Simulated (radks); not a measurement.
Numerical settings for neutral gold, [Xe] 4f14 5d10 6s1. All-electron calculation, Dirac Kohn-Sham, BLYP, spin-unpolarised, spherical densities, finite nucleus; Fermi nuclear charge, rms radius 5.4371 fm. Program: a radial shooting solver on a logarithmic mesh with Libxc functionals. The defaults (mesh step 0.008 in ln r, mesh end at 40 bohr or more with all orbitals vanishing there, Anderson mixing 0.5 over 9 steps, residual threshold near 1e-9 with the energy settled to 1e-9 hartree or 1e-11 of itself, here a cap of 53 iterations) give E = -19044.823 hartree and 6s1/2 at -5.787 eV in 15 iterations. Run on one thread of a shared host, so times are rough (Intel(R) Xeon(R) 6975P-C): 0.13 s of CPU time, 0.13 s wall, 15 iterations on 2440 mesh points. Changes against that run (0 stands for a change within the tolerance of the run):

setting                    iterations  converged  E (mhartree)  e(6s1/2) (meV)  CPU (s)
mesh step in ln r 0.003            19        yes             0               0     0.38
mesh step in ln r 0.005            16        yes             0               0     0.21
mesh step in ln r 0.05             15        yes        +0.225         +0.0136     0.03
mesh end (bohr) 1                  53         no     -2.77e+04       +8.73e+05      1.2
mesh end (bohr) 400                15        yes             0               0     0.13
residual threshold 0.01             9        yes      +0.00362           -8.29      0.1
residual threshold 0.1              9        yes      +0.00362           -8.29      0.1
mixing 0.01                        28        yes             0               0     0.22
linear mixing, mixing 0.2          53         no             0         -0.0222     0.35
linear mixing, mixing 1            51         no      diverged               -      2.1
mixing history 20                  19        yes             0               0     0.17
iteration cap 2                     2         no     +1.22e+03       -7.72e+03     0.03

No run marked as converged misses the energy by more than 1 mhartree. A mesh that ends early acts as a hard wall.
